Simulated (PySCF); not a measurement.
**Bond curve of ZnI**

Set-up: Zn def2-TZVPP, I def2-TZVPP with ECP28; scalar-relativistic core potentials (PySCF 2.14). Energies in eV from Zn + I in their ground configurations at the same level. State: ²Σ⁺ (doublet), unpaired electrons σ ↑.

All columns are UHF. A positive dipole means Zn(−)I(+).

| R (Å) | E (eV) | μ (D) | Mulliken charge on Zn (basis-dependent) | HOMO (eV) | LUMO (eV) | Mayer bond order | ⟨S²⟩ |
| --- | --- | --- | --- | --- | --- | --- | --- |
| 2.167 | -0.323 | -1.18 | 0.30 | -7.95 | 0.48 | 1.13 | 0.75 |
| 2.268 | -0.820 | -1.66 | 0.33 | -8.09 | 0.29 | 1.07 | 0.76 |
| 2.369 | -1.100 | -2.16 | 0.36 | -8.23 | 0.10 | 1.01 | 0.76 |
| 2.444 | -1.207 | -2.55 | 0.39 | -8.33 | -0.06 | 0.97 | 0.76 |
| 2.520 | -1.249 | -2.94 | 0.41 | -8.43 | -0.21 | 0.93 | 0.76 |
| 2.596 | -1.241 | -3.33 | 0.43 | -8.53 | -0.36 | 0.90 | 0.76 |
| 2.696 | -1.175 | -3.84 | 0.44 | -8.65 | -0.57 | 0.86 | 0.76 |
| 2.822 | -1.033 | -4.43 | 0.46 | -8.79 | -0.82 | 0.82 | 0.77 |
| 2.974 | -0.819 | -4.96 | 0.45 | -8.96 | -1.09 | 0.77 | 0.78 |
| 3.175 | -0.523 | -5.03 | 0.40 | -9.18 | -1.36 | 0.69 | 0.82 |

A fit through these points gives, at Re = 2.543 Å, μ = -3.06 D and dμ/dR = -5.19 D/Å; the reduced mass is 42.51 u.

Question: How strong is the fundamental in the double-harmonic approximation, I = 42.26·(dμ/dR)²/μred km/mol?

Answer: I = 42.26·(-5.19)²/42.51 = 26.8 km/mol at UHF.

Spin–orbit coupling is left out, which matters for elements this heavy, above all for dissociation energies. Hartree–Fock leaves out correlation, which carries a large part of most bond energies and some tenths to 1 eV of ionisation energies. The state was picked by a PBE0 search and need not be the measured ground state.
